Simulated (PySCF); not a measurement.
CH10ClNSi3, SMILES [SiH2]([SiH3])[Si@](C)(Cl)N.

Geometry optimised at B3LYP-D3(BJ)/def2-SVP. The structure was generated by enumeration; whether it is a known compound was not checked. The values are those of a single conformer.

Two levels are set side by side: TDA-PBE/def2-SVPD (PySCF) and TDA-CAM-B3LYP/def2-SVPD (PySCF). Vertical, same geometry. The lowest singlet is HOMO→LUMO+1 79 %, HOMO−1→LUMO+1 17 % with PBE and HOMO→LUMO+2 40 %, HOMO→LUMO+1 28 %, HOMO→LUMO 19 % with the other functional; states are paired by order. Differences are taken from unrounded values.

```csv
quantity,TDA-PBE
lowest singlet excitation (eV),5.67
lowest triplet excitation (TDA) (eV),5.25
```

### Question
These are the TDA-PBE values. What does TDA-CAM-B3LYP give? (The exact figures need the calculation; the answer reports its results.)

### Answer

| quantity | TDA-CAM-B3LYP | TDA-PBE minus TDA-CAM-B3LYP |
|---|---|---|
| lowest singlet excitation (eV) | 6.60 | -0.93 |
| lowest triplet excitation (TDA) (eV) | 5.84 | -0.59 |

A lower first singlet is the usual sign of a functional without exact exchange. Differences between two approximate levels are no errors against the true value.

Rough cost on one machine, each run with all the roots and properties that it gave: TDA-CAM-B3LYP against TDA-PBE about 5 times.
